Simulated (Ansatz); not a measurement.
Compare A (`OC1(Cl)C[SiH2]1`) with its isomer B (`O[SiH2]/C=C/Cl`).

Calculated with Ansatz (gas phase, PBE0-D4/def2-TZVP geometries, no zero-point term in ΔE). CBS: MP2 limit from def2 TZ/QZ plus the TZ coupled-cluster correction, frozen cores. DFT in def2-TZVPP. B3LYP here is the variant with VWN-RPA as its local correlation; programs differ in this. One conformer a species, not always the lowest.

Question: Which is lower in electronic energy at CCSD(T)/CBS, and by how much? (Estimate.)

Answer: Ansatz gave: B, by 52.5 kcal/mol.

Question: Give E(B) − E(A) in kcal/mol with PBE0-D4, PBE-D4, B3LYP, MP2/def2-TZVPP, CCSD(T)/def2-TZVPP, HF/def2-TZVPP, CCSD/def2-TZVPP. (Best estimate.)

Answer: Computed: PBE0-D4 -46.7, PBE-D4 -45.2, B3LYP -53.6, MP2/def2-TZVPP -52.6, CCSD(T)/def2-TZVPP -52.7, HF/def2-TZVPP -61.4, CCSD/def2-TZVPP -53.8. None reverses the order clearly.

Largest T1 diagnostic: 0.012.

From PBE to PBE0 (25 % exact exchange), in def2-TZVPP and without D4, E(B) − E(A) moves by −1.4 kcal/mol. In def2-TZVPP, CCSD(T) changes the Hartree–Fock value by +8.7 kcal/mol (the triples alone add +1.0 kcal/mol) and MP2 by +8.8 kcal/mol.
